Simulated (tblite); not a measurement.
Species: C9H6ClOP.
Numbering: `[Cl:1][c:2]1[p:3][cH:4][o:5][c:6]1-[c:7]1[cH:8][cH:9][cH:10][cH:11][cH:12]1` (hydrogens: H13 on C4; H14 on C8; H15 on C9; H16 on C10; H17 on C11; H18 on C12)

Structure optimised with GFN2-xTB, isolated species.

**Question.** List the bond lengths, angles and torsions at this level.

**Answer.** 
```tsv
bond	length (pm)	order
Cl1–C2	171.5	single
C2–P3	177.7	aromatic
P3–C4	170.6	aromatic
C4–O5	133.2	aromatic
O5–C6	134.6	aromatic
C6–C7	145.9	single
C7–C8, C7–C12	139.7	aromatic
C8–C9, C11–C12	138.1	aromatic
C9–C10, C10–C11	138.5	aromatic
C2–C6	137.8	aromatic
C4–H13	107.6	single
C8–H14, C12–H18	107.7	single
C9–H15, C11–H17	108.0	single
C10–H16	108.0	single
```

Bonds in one row agree within 1 pm and their mean is given. Orders are formal, as drawn. A selection of angles:
```tsv
angle	degrees
Cl1–C2–P3	120.1
Cl1–C2–C6	127.2
P3–C2–C6	112.7
C2–P3–C4	86.2
P3–C4–O5	116.3
C4–O5–C6	113.2
O5–C6–C7	115.7
C2–C6–O5	111.6
C2–C6–C7	132.6
C6–C7–C8	123.1
C6–C7–C12	118.4
C8–C7–C12	118.5
C7–C8–C9	120.4
C8–C9–C10	120.7
C9–C10–C11	119.5
C10–C11–C12	120.3
C7–C12–C11	120.7
```

Torsions: O5–C6–C7–C8 180° (antiperiplanar).

Of the pairs four or more bonds apart, Cl1···H14 is among the closest relative to their van der Waals radii: 2.44 Å, 83 % of the sum of Bondi's values. The 12 heavy atoms lie in one plane (0.002 Å rms). The 6-membered ring C7–C8–C9–C10–C11–C12 has internal angles of 118.5° to 120.7° (sum 720°, against 720° for a flat polygon); it is planar, 0.00 Å rms from its mean plane, widest ring torsion 0°. The 5-membered ring C2–P3–C4–O5–C6 has internal angles of 86.2° to 116.3°; it is planar, 0.00 Å rms from its mean plane, widest ring torsion 0°. P3 (phosphorus bonded to 2 C) is bent (angle 86.2°). The 2 C–P bonds span 1.706 Å (P3–C4, aromatic) to 1.777 Å (C2–P3, aromatic), a spread of 0.071 Å. The 8 C–C bonds span 1.378 Å (C2–C6, aromatic) to 1.459 Å (C6–C7, drawn single), a spread of 0.081 Å.

Point group: Cs (every atom within 0.08 Å of its image). GFN2-xTB frequencies show an imaginary mode (33i cm⁻¹), so the point is no minimum at that level.

All values are computed, not measured.
